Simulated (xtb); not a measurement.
C₅H₉O, charge +2, doublet, geometry from GFN2-xTB of the parent state (a state made from the parent by changing its charge; the spin is typed, not shown lowest); GFN0-xTB run with xtb.

Input for xtb:
```
$ xtb mol.xyz --gfn 0 --chrg 2 --uhf 1 --json

# file mol.xyz
15

O      1.98331428    -0.63990152    -0.02728142
C      0.78245456    -0.23407416    -0.00464625
C      0.31689025     1.12909171     0.26854165
C     -1.16730756     1.11833699    -0.12427967
C     -1.58915877    -0.33179118     0.12646995
C     -0.34204424    -1.13686668    -0.25687164
H      2.68935033     0.01943392     0.12315407
H      0.41019061     1.29208358     1.35221572
H      0.91336981     1.90936287    -0.20995171
H     -1.75480918     1.82761363     0.45161533
H     -1.27179405     1.36978737    -1.17969754
H     -1.82052009    -0.48585570     1.18041121
H     -2.46133190    -0.61574005    -0.45514328
H     -0.34313553    -1.35910584    -1.33335732
H     -0.23283981    -2.10654762     0.23372077
```

Predict the main parts of the log of this xtb run.


```
   ID    Z sym.   atoms
    1    8 O      1
    2    6 C      2-6
    3    1 H      7-15

           -------------------------------------------------
          |                Calculation Setup                |
           -------------------------------------------------

           -------------------------------------------------
          |                 G F N 0 - x T B                 |
           -------------------------------------------------

          ...................................................
          :                      SETUP                      :
          :.................................................:
          :  # basis functions                  42          :
          :  # atomic orbitals                  42          :
          :  # shells                           30          :
          :  # electrons                        33          :
          :  electronic temp.          300.0000000     K    :
          :  accuracy                    1.0000000          :
          :  -> integral cutoff          0.2500000E+02      :
          :  -> integral neglect         0.1000000E-07      :
          ...................................................

         :::::::::::::::::::::::::::::::::::::::::::::::::::::
         ::                     SUMMARY                     ::
         :::::::::::::::::::::::::::::::::::::::::::::::::::::
         :: total energy             -15.112376368224 Eh    ::
         :: gradient norm              0.170020049887 Eh/a0 ::
         :: HOMO-LUMO gap              4.408846154414 eV    ::
         ::.................................................::
         :: H0 energy                -18.277646272785 Eh    ::
         :: repulsion energy           0.261317053302 Eh    ::
         :: electrostat energy         2.916770211150 Eh    ::
         :: -> Gsolv                   0.000000000000 Eh    ::
         ::    -> Gsasa                0.000000000000 Eh    ::
         ::    -> Gshift               0.000000000000 Eh    ::
         :: dispersion energy         -0.003198342845 Eh    ::
         :: short-range corr.         -0.009619017046 Eh    ::
         :: add. restraining           0.000000000000 Eh    ::
         :: total charge               2.000000000000 e     ::
         :::::::::::::::::::::::::::::::::::::::::::::::::::::

           -------------------------------------------------
          |                Property Printout                |
[...]
     9   1 H        0.924     0.286     0.751     1.355
    10   1 H        0.925     0.294     0.728     1.334
    11   1 H        0.925     0.280     0.770     1.372
    12   1 H        0.925     0.285     0.755     1.359
    13   1 H        0.925     0.298     0.716     1.323
    14   1 H        0.923     0.280     0.771     1.373
    15   1 H        0.924     0.305     0.694     1.303

 Mol. C6AA /au·bohr⁶  :       1400.775296
 Mol. C8AA /au·bohr⁸  :      33542.158394
 Mol. α(0) /au        :         55.487978

Wiberg/Mayer (AO) data.
largest (>0.10) Wiberg bond orders for each atom

 ---------------------------------------------------------------------------
     #   Z sym  total        # sym  WBO       # sym  WBO       # sym  WBO
 ---------------------------------------------------------------------------
     1   8 O    3.133 --     2 C    1.865     7 H    0.927     3 C    0.146
     2   6 C    3.775 --     1 O    1.865     6 C    0.972     3 C    0.846
     3   6 C    3.911 --     4 C    0.978     9 H    0.960     8 H    0.937
                             2 C    0.846     1 O    0.146
     4   6 C    3.987 --     5 C    1.011     3 C    0.978    11 H    0.978
                            10 H    0.966
     5   6 C    3.989 --     4 C    1.011     6 C    1.005    12 H    0.978
                            13 H    0.976
     6   6 C    3.978 --     5 C    1.005     2 C    0.972    15 H    0.955
                            14 H    0.938
     7   1 H    0.966 --     1 O    0.927
     8   1 H    0.986 --     3 C    0.937
     9   1 H    0.985 --     3 C    0.960
    10   1 H    0.985 --     4 C    0.966
    11   1 H    0.983 --     4 C    0.978
    12   1 H    0.983 --     5 C    0.978
    13   1 H    0.985 --     5 C    0.976
    14   1 H    0.987 --     6 C    0.938
    15   1 H    0.988 --     6 C    0.955
 ---------------------------------------------------------------------------

Topologies differ in total number of bonds
Writing topology from bond orders to xtbtopo.mol

 dipole moment from electron density (au)
     X       Y       Z
   4.8831  -0.7305   0.1012  total (Debye):   12.552

           -------------------------------------------------
          | TOTAL ENERGY              -15.112376368224 Eh   |
          | GRADIENT NORM               0.170020049887 Eh/α |
          | HOMO-LUMO GAP               4.408846154414 eV   |
           -------------------------------------------------

normal termination of xtb
```
